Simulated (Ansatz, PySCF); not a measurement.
Gas-phase reaction in SMILES: C[Si](C)(C)Cl [chloro(trimethyl)silane] → [CH3] (CH3) + C[Si](C)Cl (the C-Si bond at the site shown breaks; other sites are not compared here)
Geometries: B3LYP-D3(BJ)/def2-TZVP minima from Ansatz (a program for electronic structure). Frequencies are from Ansatz or PySCF.

Quantity: bond dissociation energy (enthalpy at 298 K, with B3LYP-D3(BJ) rigid-rotor harmonic-oscillator terms), in kcal/mol. Cores are frozen in the correlated levels unless marked. Open shells are spin-unrestricted. No spin-orbit coupling. No relativistic terms. Basis-set limits of correlation are two-point, X^-3; Hartree-Fock from the larger set. [CCSD(T)-MP2]/basis is that difference in the basis named.

| level | program | bond dissociation energy (kcal/mol) | minus last row |
|---|---|---|---|
| revPBE-D3(BJ)/def2-TZVPD | Ansatz + dftd3 | 85.7 | -8.3 |
| revPBE/def2-TZVPD | Ansatz | 81.4 | -12.6 |
| B3LYP/def2-TZVPD | Ansatz | 84.8 | -9.2 |
| PBE0-D3(BJ)/def2-TZVPD | Ansatz + dftd3 | 89.7 | -4.3 |
| LC-wPBE-D3(BJ)/def2-TZVPD | Ansatz + dftd3 | 91.0 | -3.0 |
| wB97M-V/def2-TZVPD | Ansatz | 95.0 | 1.0 |
| RPA@PBE/cc-pV(T+d)Z | Ansatz | 88.2 | -5.8 |
| CCSD/6-31G* | Ansatz | 86.6 | -7.4 |
| CCSD(T)/cc-pwCVTZ | Ansatz | 91.7 | -2.3 |
| RI-MP2/CBS(cc-pV(T+d)Z,cc-pV(Q+d)Z)+[CCSD(T)-MP2]/cc-pV(T+d)Z | Ansatz | 94.0 | 0.0 |
